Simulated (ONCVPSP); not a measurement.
## What the settings do to the ONCV potential of Ge (Z = 32)

Base potential:

```
Element                 : germanium (Ge)
Generator               : ONCVPSP 4.0.1
Type                    : optimised norm-conserving Vanderbilt (ONCV)
Functional              : LDA (Perdew-Wang 92)
Relativity              : scalar-relativistic
Frozen core             : [Ar]
Valence charge          : 14
Reference configuration : 3d10 4s2 4p2
Partial waves           : 4s: rc 1.80 bohr, ncon 3, nbas 6, qcut 4.6 1/bohr, 2 projectors, debl 2.1 Ha; 4p: rc 2.10 bohr, ncon 5, nbas 9, qcut 3.9 1/bohr, 2 projectors, debl 3.6 Ha; 3d: rc 1.30 bohr, ncon 4, nbas 8, qcut 13.4 1/bohr, 2 projectors, debl 3.4 Ha
Local potential         : polynomial inside 0.90 bohr (lpopt 5, dvloc0 0 Ha)
Core correction         : Teter function, fcfact 3.75, rcfact 1.3
```

All-electron outer shells of the reference configuration (LDA (PZ), scalar-relativistic, ld1.x):

```tsv
shell	level (eV)	outermost node (bohr)	outermost maximum (bohr)
3s	-167.73	0.26	0.54
3p	-115.38	0.23	0.54
3d	-29.55	–	0.50
4s	-11.95	0.77	1.73
4p	-4.05	0.82	2.19
```

Cutoffs, loose and tight: the cutoffs (Ha) at which the residual kinetic energy of the hardest occupied pseudo-wave falls to 1 and 0.1 mHa per electron. They do not see the model core or the augmentation charge, which bear on the density cutoff. Test errors are all-electron minus pseudo excitation energies from the reference, over the configurations 3d10 4s2 4p1; 3d10 4s2 4p0; 3d10 4s1 4p0; 3d10 4s2 4p1.5. A dash means not determined; rows that change the core or the reference have their own tests.

A true bound ghost makes a file unfit for plane-wave use even where its test errors are small: the radial tests pick states by their node count and pass the ghost by.

```json
{"change": "base", "outcome": "generated", "cutoff, loose": "68 Ha", "cutoff, tight": "76 Ha", "bound ghosts": "s", "GHOST(+) flags above zero": "p", "largest test error (meV)": "+10"}
{"change": "p: rc 1.42", "outcome": "generated", "cutoff, loose": "113 Ha", "cutoff, tight": "132 Ha", "bound ghosts": "s, p", "GHOST(+) flags above zero": "none", "largest test error (meV)": "+9.7"}
{"change": "p: rc 1.66", "outcome": "generated", "cutoff, loose": "68 Ha", "cutoff, tight": "76 Ha", "bound ghosts": "s", "GHOST(+) flags above zero": "p", "largest test error (meV)": "+11"}
{"change": "p: rc 1.9", "outcome": "generated", "cutoff, loose": "68 Ha", "cutoff, tight": "76 Ha", "bound ghosts": "s", "GHOST(+) flags above zero": "p", "largest test error (meV)": "+13"}
{"change": "p: rc 2", "outcome": "generated", "cutoff, loose": "68 Ha", "cutoff, tight": "76 Ha", "bound ghosts": "s", "GHOST(+) flags above zero": "p", "largest test error (meV)": "+12"}
{"change": "p: rc 2.2", "outcome": "generated", "cutoff, loose": "68 Ha", "cutoff, tight": "76 Ha", "bound ghosts": "s", "GHOST(+) flags above zero": "p", "largest test error (meV)": "+6.8"}
{"change": "p: rc 2.44", "outcome": "generated", "cutoff, loose": "68 Ha", "cutoff, tight": "76 Ha", "bound ghosts": "s", "GHOST(+) flags above zero": "p", "largest test error (meV)": "-7.3"}
{"change": "p: rc 2.66", "outcome": "generated", "cutoff, loose": "68 Ha", "cutoff, tight": "76 Ha", "bound ghosts": "s", "GHOST(+) flags above zero": "p", "largest test error (meV)": "-20"}
{"change": "p: rc 2.88", "outcome": "generated", "cutoff, loose": "68 Ha", "cutoff, tight": "76 Ha", "bound ghosts": "s", "GHOST(+) flags above zero": "p", "largest test error (meV)": "-36"}
{"change": "p: rc 3.1", "outcome": "generated", "cutoff, loose": "68 Ha", "cutoff, tight": "76 Ha", "bound ghosts": "s", "GHOST(+) flags above zero": "p", "largest test error (meV)": "-54"}
```

Reading the sweep of the p radius (base included, trends over the rows without a ghost): Bound ghosts are found at 1.42, 1.66, 1.9, 2, 2.1, 2.2, 2.44, 2.66, 2.88, 3.1 bohr. Every judged row has one, so this setting neither creates nor removes them.
